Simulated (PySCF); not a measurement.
Cl4HSi2, SMILES Cl[Si](Cl)[SiH](Cl)Cl (connectivity only; charge and spin as stated), charge +1, multiplicity 1.

The structure is a stationary point at B3LYP-D3(BJ)/def2-SVP. The spin state was assumed, not searched. The isomer is the one that the SMILES or the coordinates give; other isomers of the formula were not compared. One conformer was computed; it need not be the lowest.

The numbers are results of B3LYP-D3(BJ)/def2-SVP (PySCF), not measurements.

Frequencies are harmonic and unscaled.

```tsv
mode	ν (cm⁻¹)	IR (km/mol)	Raman (Å⁴/amu)	depolarisation	moving atoms (share of kinetic energy)
1	15	0.3	1.5	0.75	Cl 98 %
2	47	2.0	0.7	0.74	Cl 91 %, Si 9 %
3	64	4.3	0.8	0.71	Cl 85 %, Si 14 %
4	128	1.4	5.7	0.57	Cl 88 %, Si 12 %
5	184	21.4	3.4	0.72	Cl 70 %, Si 29 %
6	196	7.9	3.0	0.75	Si 60 %, Cl 40 %
7	225	7.9	3.5	0.24	Si 61 %, Cl 39 %
8	338	32.6	16.8	0.12	Si 57 %, Cl 39 %
9	530	59.6	10.2	0.07	Cl 55 %, Si 44 %
10	617	90.6	12.9	0.06	Si 60 %, Cl 34 %
11	634	61.0	10.4	0.73	Si 54 %, Cl 36 %, H 10 %
12	681	161.6	12.4	0.59	Si 54 %, Cl 30 %, H 17 %
13	712	95.9	12.9	0.40	H 68 %, Si 24 %
14	785	95.6	10.2	0.74	H 89 %, Si 10 %
15	2314	9.2	187.5	0.20	H 96 %
```
